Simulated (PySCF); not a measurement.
# Where the electron goes

Species: C5H5NO2Si.
Cartesian coordinates in Å at the GFN2-xTB level; atoms count from 1:
```xyz
14
C5H5NO2Si angstrom
C      3.5855   -1.1529    0.6913
C      2.6127   -0.4556    0.5907
C      1.4641    0.3416    0.4691
N      1.4091    1.6392    0.4735
C      0.0944    1.9559    0.3301
C     -0.6207    0.7944    0.2402
O     -1.9068    0.5666    0.0955
Si    -2.6255   -0.9174    0.0065
O      0.2381   -0.2439    0.3278
H      4.4459   -1.7457    0.7847
H     -0.2449    2.9686    0.3001
H     -3.9915   -0.4460   -0.1392
H     -2.1013   -1.6434   -1.1483
H     -2.3598   -1.6618    1.2356
```

Computed with TDDFT CAM-B3LYP/def2-SVPD, vertical, gas phase, core orbitals frozen in the response in PySCF 2.14.0, density-fitted response routines.

Frontier orbitals with the atoms that hold most of them (Löwdin shares over 4%, at most four atoms; ? is withheld):

```
orbital  ε (eV)                              atoms
 LUMO+2    1.03    Si8 55%, H14 9%, H13 9%, H12 9%
 LUMO+1    0.59  Si8 35%, H14 11%, H13 11%, O7 11%
   LUMO   -0.02                                  ?
   HOMO       ?                                  ?
 HOMO-1   -9.98      N4 44%, C2 18%, C1 16%, C5 7%
 HOMO-2  -10.16      C2 27%, C1 26%, N4 24%, C3 7%
 HOMO-3  -10.37     C2 28%, C1 25%, C5 11%, N4 11%
```

(1) Give the leading atoms of the LUMO.

(2) Which atoms hold the HOMO, and with what shares?

(3) What is the HOMO energy, and the HOMO–LUMO gap?

Results:

(1) N4 (bonded to 2 C) 19%; C1 (bonded to C and H) 18%; C3 (bonded to C, N and O) 15%; C2 (bonded to 2 C) 14%. By element: carbon 48% or more, nitrogen 19%.

(2) C5 (bonded to C, N and H) 19%; C6 (bonded to C and 2 O) 17%; C3 (bonded to C, N and O) 14%; C1 (bonded to C and H) 12%.

(3) ε(HOMO) = -7.68 eV; the gap is 7.66 eV (0.2815 hartree).

Task: How does S1 compare with the orbital gap of 7.66 eV?

Result: S1 is at 4.93 eV (f = 0.416), 2.73 eV below the gap, made of HOMO→LUMO (94%). Without the coupling terms of the response equations the lowest excitation would equal the gap.

Task: One configuration dominates each of S1 and S5. Which, and how do the shares of the two leading atoms of either orbital change from the occupied to the empty one?

Result: 
- S1 (4.93 eV, f 0.416), HOMO→LUMO (94%): C5 19% → at most 15%, C6 17% → at most 15%, N4 at most 13% → 19%, C1 12% → 18%
- S5 (6.06 eV, f 0.0013), HOMO-2→LUMO (85%): C2 27% → 14%, C1 26% → 18%, N4 24% → 19%

On one thread of an Arm Neoverse V2, no GPU, on a shared host, this took 59 s of wall time and 1.1 GiB of memory at its peak.

One conformer stands for the species.
